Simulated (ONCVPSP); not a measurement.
## fluorine ONCV: all-electron and pseudo phase curves

ONCVPSP 4.0.1 input, shortened (lines: element, Z, core and valence counts, functional; n l f; lmax; l rc ep ncon nbas qcut; lloc lpopt rc5 dvloc0; l nproj debl; icmod fcfact rcfact), PBEsol, scalar-relativistic:

```
  F 9.00    1    2  -116133      upf
    1    0    2.00
    2    0    2.00
    2    1    5.00
    2
    0    0.65    0.00    3    7   11.40
    1    1.50    0.00    4    7    7.70
    2    1.60    0.29    4    8    5.30
    4    5    0.60    3.00
    0    1    2.20
    1    2    2.00
    2    2    1.80
    0    0.00    0.00
```

The phase is arctan(r·R′/R) of the radial function R(r), unwrapped; energies in Ha, scanned from -3 to 5 Ha. A pole is an energy at which the radial function vanishes at the test radius. The pseudo phase is shifted by a multiple of π to meet the all-electron one at the reference energy, and phase errors are pseudo minus all-electron; the curves can meet again beyond the range given. Levels narrower than the energy grid can be missing from the lists of poles.

Q: For each channel, where are the poles, and over which energies does the pseudopotential scatter like the atom?

A:

| channel | radius (bohr) | reference energy (Ha) | poles, all-electron | poles, pseudo | unbroken range about the reference energy with phases within 0.05 rad | phase error 1 Ha above the reference energy (rad) |
| --- | --- | --- | --- | --- | --- | --- |
| s | 0.66 | -1.09 | none | none | the whole range | -0.001 |
| p | 1.52 | -0.41 | 0.19 | 0.19 | the whole range | -0.000 |
| d | 1.63 | 0.29 | 4.12 | 4.04 | below 4.7 | -0.000 |

Phases in the s channel:

```tsv
E (Ha)	all-electron	pseudo
-2.98	-0.097	-0.102
-2.54	-0.210	-0.213
-2.10	-0.321	-0.323
-1.66	-0.429	-0.429
-1.22	-0.531	-0.531
-0.78	-0.625	-0.625
-0.34	-0.711	-0.712
0.10	-0.790	-0.791
0.54	-0.860	-0.863
0.98	-0.924	-0.928
1.42	-0.981	-0.986
1.86	-1.032	-1.039
2.30	-1.078	-1.086
2.74	-1.119	-1.129
3.18	-1.157	-1.168
3.62	-1.191	-1.204
4.06	-1.222	-1.237
4.50	-1.250	-1.267
4.94	-1.276	-1.294
```
